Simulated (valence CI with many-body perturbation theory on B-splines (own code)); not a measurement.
Values are calculated unless marked as measured or tabulated.
**Energy levels of Cd³⁴⁺**

Level of theory: configuration interaction combined with many-body perturbation theory (CI+MBPT): four valence electrons over a frozen Dirac-Fock core [Ne], a basis of 11 s, 11 p, 10 d, 8 f, 5 g, 2 h functions for each j, with the one-electron correlation potential Σ1 (screened to all orders), the two-electron term Σ2, the three-electron term Σ3, Breit, model QED; selected single and double excitations, second order for the rest, scaled by the run's own slope (own B-spline code, finite nucleus).

No measured spectrum was set against this ion. As an estimate, large intervals hold to a few tenths of a per cent, small ones and those within an open d or f shell to about a per cent. Among the levels kept, up to 700 cm⁻¹ of a level comes from second order outside the variational space, and about a tenth of that is noise between levels of different J, which matters for small intervals.

Levels 136 to 175 of 175, with energies above the lowest level, 3s²3p² ³P_0. "Leading %" is the weight of the configuration and term that name the level; weights of strongly mixed levels are sums over their largest components and can fall short. In the jj column 3d3/2^4 stands for four electrons in 3d with j = 3/2.

| No. | Configuration | Term | J | E (eV) | Leading % | g | Second component | Leading jj |
| --- | --- | --- | --- | --- | --- | --- | --- | --- |
| 136 | 3s3p3d² | ³G° | 3 | 458.91 | 24 | 1.125 | 22 % 3p³3d ³D° | 3s 3p1/2 3d3/2 3d5/2 (26 %) |
| 137 | 3p³3d | ³P° | 1 | 460.18 | 24 | 1.082 | 24 % 3p³3d ³D° | 3p1/2 3p3/2^2 3d5/2 (36 %) |
| 138 | 3p³3d | ³D° | 2 | 460.88 | 23 | 1.163 | 12 % 3s3p3d² ³D° | 3s 3p1/2 3d5/2^2 (26 %) |
| 139 | 3p³3d | ¹P° | 1 | 461.55 | 24 | 1.284 | 15 % 3s3p3d² ³D° | 3p1/2 3p3/2^2 3d5/2 (27 %) |
| 140 | 3s3p3d² | ³F° | 3 | 464.84 | 25 | 1.167 | 14 % 3s3p3d² ⁵D° | 3s 3p1/2 3d5/2^2 (56 %) |
| 141 | 3p³3d | ³F° | 2 | 466.99 | 51 | 0.860 | 11 % 3p³3d ¹D° | 3p1/2 3p3/2^2 3d3/2 (56 %) |
| 142 | 3s3p3d² | ³D° | 1 | 467.56 | 33 | 1.018 | 13 % 3p³3d ³D° | 3s 3p1/2 3d5/2^2 (36 %) |
| 143 | 3s3p3d² | ³H° | 5 | 467.89 | 45 | 1.103 | 34 % 3p³3d ³G° | 3s 3p1/2 3d3/2 3d5/2 (35 %) |
| 144 | 3s3p3d² | ³G° | 4 | 470.61 | 27 | 1.136 | 24 % 3s3p3d² ³F° | 3s 3p1/2 3d3/2 3d5/2 (41 %) |
| 145 | 3p³3d | ³P° | 2 | 471.96 | 23 | 1.098 | 15 % 3p³3d ³D° | 3p1/2 3p3/2^2 3d5/2 (56 %) |
| 146 | 3s3p3d² | ³G° | 3 | 472.63 | 35 | 0.936 | 15 % 3s3p3d² ³F° | 3s 3p1/2 3d3/2 3d5/2 (26 %) |
| 147 | 3p³3d | ³P° | 2 | 474.37 | 25 | 1.255 | 13 % 3s3p3d² ³D° | 3p1/2 3p3/2^2 3d5/2 (37 %) |
| 148 | 3s3p3d² | ³P° | 0 | 474.63 | 36 |  | 19 % 3s3p3d² ¹S° | 3s 3p1/2 3d3/2 3d5/2 (38 %) |
| 149 | 3s3p3d² | ⁵G° | 6 | 474.87 | 97 | 1.325 |  | 3s 3p3/2 3d5/2^2 (65 %) |
| 150 | 3p³3d | ³F° | 3 | 476.42 | 31 | 1.124 | 24 % 3p³3d ³D° | 3p1/2 3p3/2^2 3d5/2 (66 %) |
| 151 | 3s3p3d² | ³G° | 4 | 477.73 | 33 | 1.140 | 12 % 3s3p3d² ⁵F° | 3s 3p1/2 3d5/2^2 (42 %) |
| 152 | 3s3p3d² | ³D° | 1 | 477.99 | 18 | 0.895 | 14 % 3s3p3d² ⁵D° | 3s 3p1/2 3d3/2 3d5/2 (30 %) |
| 153 | 3s3p3d² | ⁵F° | 5 | 478.28 | 58 | 1.330 | 32 % 3s3p3d² ⁵G° | 3s 3p3/2 3d3/2 3d5/2 (68 %) |
| 154 | 3s3p3d² | ⁵D° | 3 | 478.89 | 17 | 1.119 | 13 % 3p³3d ³G° | 3s 3p3/2 3d3/2 3d5/2 (26 %) |
| 155 | 3s3p3d² | ⁵D° | 0 | 478.97 | 81 |  | 12 % 3s3p3d² ³P° | 3s 3p3/2 3d3/2^2 (86 %) |
| 156 | 3s3p3d² | ⁵F° | 4 | 479.33 | 45 | 1.280 | 12 % 3s3p3d² ⁵D° | 3s 3p3/2 3d3/2 3d5/2 (59 %) |
| 157 | 3s3p3d² | ⁵D° | 2 | 479.59 | 57 | 1.313 | 26 % 3s3p3d² ⁵F° | 3s 3p3/2 3d3/2^2 (60 %) |
| 158 | 3s3p3d² | ⁵D° | 1 | 479.62 | 56 | 1.123 | 12 % 3s3p3d² ⁵F° | 3s 3p3/2 3d3/2^2 (56 %) |
| 159 | 3s3p3d² | ⁵F° | 3 | 479.80 | 28 | 1.207 | 25 % 3s3p3d² ⁵D° | 3s 3p3/2 3d3/2 3d5/2 (30 %) |
| 160 | 3p³3d | ³D° | 1 | 482.29 | 23 | 0.920 | 21 % 3p³3d ¹P° | 3p1/2 3p3/2^2 3d3/2 (36 %) |
| 161 | 3s3p3d² | ³F° | 3 | 483.64 | 15 | 1.248 | 13 % 3s3p3d² ⁵D° | 3s 3p3/2 3d3/2 3d5/2 (34 %) |
| 162 | 3s3p3d² | ⁵D° | 4 | 485.36 | 77 | 1.434 | 18 % 3s3p3d² ³F° | 3s 3p3/2 3d3/2 3d5/2 (58 %) |
| 163 | 3s3p3d² | ³P° | 0 | 485.52 | 77 |  | 8 % 3p³3d ¹S° | 3s 3p1/2 3d5/2^2 (63 %) |
| 164 | 3s3p3d² | ⁵P° | 3 | 486.16 | 49 | 1.473 | 23 % 3s3p3d² ⁵D° | 3s 3p3/2 3d3/2 3d5/2 (65 %) |
| 165 | 3p³3d | ¹D° | 2 | 488.58 | 25 | 1.053 | 18 % 3p³3d ³D° | 3p1/2 3p3/2^2 3d5/2 (37 %) |
| 166 | 3s3p3d² | ³P° | 1 | 489.42 | 44 | 1.296 | 9 % 3p³3d ³S° | 3s 3p1/2 3d5/2^2 (51 %) |
| 167 | 3s3p3d² | ⁵S° | 2 | 489.68 | 26 | 1.477 | 16 % 3p³3d ³D° | 3s 3p3/2 3d3/2 3d5/2 (28 %) |
| 168 | 3s3p3d² | ⁵S° | 2 | 490.53 | 26 | 1.449 | 16 % 3s3p3d² ⁵P° | 3s 3p3/2 3d3/2 3d5/2 (30 %) |
| 169 | 3p³3d | ³P° | 0 | 490.94 | 36 |  | 31 % 3s3p3d² ³P° | 3s 3p3/2 3d3/2 3d5/2 (41 %) |
| 170 | 3s3p3d² | ³D° | 1 | 491.20 | 22 | 1.061 | 16 % 3s3p3d² ⁵D° | 3s 3p3/2 3d3/2 3d5/2 (62 %) |
| 171 | 3s3p3d² | ³S° | 1 | 492.65 | 28 | 1.735 | 14 % 3p³3d ³P° | 3s 3p3/2 3d3/2 3d5/2 (27 %) |
| 172 | 3s3p3d² | ³F° | 4 | 492.65 | 52 | 1.262 | 18 % 3s3p3d² ⁵D° | 3s 3p3/2 3d5/2^2 (44 %) |
| 173 | 3s3p3d² | ³D° | 2 | 493.55 | 22 | 1.254 | 15 % 3p³3d ³P° | 3s 3p3/2 3d3/2 3d5/2 (32 %) |
| 174 | 3s3p3d² | ¹F° | 3 | 494.22 | 16 | 1.088 | 16 % 3s3p3d² ³D° | 3s 3p3/2 3d3/2 3d5/2 (54 %) |
| 175 | 3s3p3d² | ³D° | 2 | 495.65 | 21 | 1.243 | 16 % 3s3p3d² ⁵D° | 3s 3p3/2 3d3/2 3d5/2 (62 %) |

Names give the largest LS component (configuration and term), which can be under half, so a name can repeat, a term be missing and a line seem to break the LS rules; names also repeat where a configuration has a term twice.

Where two levels of one J and parity lie close, their mixing, g and order are uncertain.
